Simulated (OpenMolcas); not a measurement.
**Ionisation energies of krypton**

```json
{
 "Program": "OpenMolcas",
 "Basis": "ANO-RCC-VDZP [5s4p2d]",
 "Scalar Hamiltonian": "DKH2, point nucleus",
 "Spin-orbit coupling": "RASSI with atomic mean-field integrals over the reference wave functions, term energies averaged over their components"
}
```

Active shells in each charge state: the valence s, p shells, with orbitals averaged over the low states. Where CASPT2's correlated closed shells are named, they are those of the first ion.

A. CASSCF
B. SS-CASPT2, IPEA 0.25 Eh, imaginary shift 0.1 Eh (closed shells correlated: 3s 3p 3d)

Energies in eV between the lowest computed levels, named as in B; reference values from the NIST Atomic Spectra Database with their kind.

```json
{"From": "Kr 4s2 4p6 1S0", "To": "Kr+ 4s2 4p5 2P* 3/2", "A": "13.067", "B": "13.699", "Spin-orbit share in B": "-0.209", "Reference": "14.000 (measured)"}
{"From": "Kr+ 4s2 4p5 2P* 3/2", "To": "Kr2+ 4s2 4p4 3P2", "A": "23.248", "B": "23.861", "Spin-orbit share in B": "-0.087", "Reference": "24.360 (measured)"}
{"From": "Kr2+ 4s2 4p4 3P2", "To": "Kr3+ 4s2 4p3 4S* 3/2", "A": "34.429", "B": "35.030", "Spin-orbit share in B": "+0.296", "Reference": "35.838 (measured)"}
{"From": "Kr3+ 4s2 4p3 4S* 3/2", "To": "Kr4+ 4s2 4p2 3P0", "A": "49.763", "B": "50.344", "Spin-orbit share in B": "-0.565", "Reference": "50.850 (measured)"}
{"From": "Kr4+ 4s2 4p2 3P0", "To": "Kr5+ 4s2 4p 2P* 1/2", "A": "63.081", "B": "63.641", "Spin-orbit share in B": "-0.035", "Reference": "64.690 (semi-empirical)"}
{"From": "Kr5+ 4s2 4p 2P* 1/2", "To": "Kr6+ 4s2 1S0", "A": "77.053", "B": "77.638", "Spin-orbit share in B": "+0.601", "Reference": "78.490 (semi-empirical)"}
{"From": "Kr6+ 4s2 1S0", "To": "Kr7+ 4s 2S 1/2", "A": "108.239", "B": "108.316", "Spin-orbit share in B": "+0.000", "Reference": "109.130 (theoretical)"}
{"From": "Kr7+ 4s 2S 1/2", "To": "Kr8+ 3d10 1S0", "A": "124.846", "B": "124.895", "Spin-orbit share in B": "+0.000", "Reference": "125.802 (measured)"}
```

Error against the reference values, in %:

```json
{"From": "Kr", "Reference": "measured", "A": "-6.7", "B": "-2.1"}
{"From": "Kr+", "Reference": "measured", "A": "-4.6", "B": "-2.0"}
{"From": "Kr2+", "Reference": "measured", "A": "-3.9", "B": "-2.3"}
{"From": "Kr3+", "Reference": "measured", "A": "-2.1", "B": "-1.0"}
{"From": "Kr4+", "Reference": "semi-empirical", "A": "-2.5", "B": "-1.6"}
{"From": "Kr5+", "Reference": "semi-empirical", "A": "-1.8", "B": "-1.1"}
{"From": "Kr6+", "Reference": "theoretical", "A": "-0.8", "B": "-0.7"}
{"From": "Kr7+", "Reference": "measured", "A": "-0.8", "B": "-0.7"}
```

Mean absolute error over the 5 measured values: A 1.10 eV, B 0.60 eV. B lies closest.

* marks odd parity.
